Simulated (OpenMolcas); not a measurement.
## C2HF2Ge: a line through the functionals

C2HF2Ge: 6 atoms, total charge 0, spin state doublet. SMILES: `C#[C][Ge]([F])[F]`. The coordinates come from a PBE0-D4/def2-TZVP relaxation.

The dipole moment y, in D, basis 6-31G(d); a is the functional's share of exact exchange. Programs: OpenMolcas 26.06.

| functional | program | a | y (D) |
| --- | --- | --- | --- |
| UTPSS | OpenMolcas | 0 | 2.77 |
| U-revPBE | OpenMolcas | 0 | 2.70 |
| UB3LYP | OpenMolcas | 0.2 | ? |
| UPBE0 | OpenMolcas | 0.25 | 2.99 |
| UBHLYP | OpenMolcas | 0.5 | 3.23 |

Fit y = c + s·a to the known rows and predict UB3LYP.


1. Means of the 4 rows: a = 0.1875, y = 2.923.
2. Σ(Δa)² = 0.17188, Σ(Δa·Δy) = 0.17062, so the slope is 0.17062/0.17188 = 0.99267.
3. Intercept: 2.923 − (0.99267) × 0.1875 = 2.737. The largest residual of the fit is 0.037.
4. UB3LYP: 2.737 + (0.99267) × 0.2 = 2.94 D.

The run gave 2.96 D, so the prediction is off by -0.02 D, within the largest residual. More exact exchange makes the molecule more polar here. The rows mix families of semi-local functionals, which the line can't see.
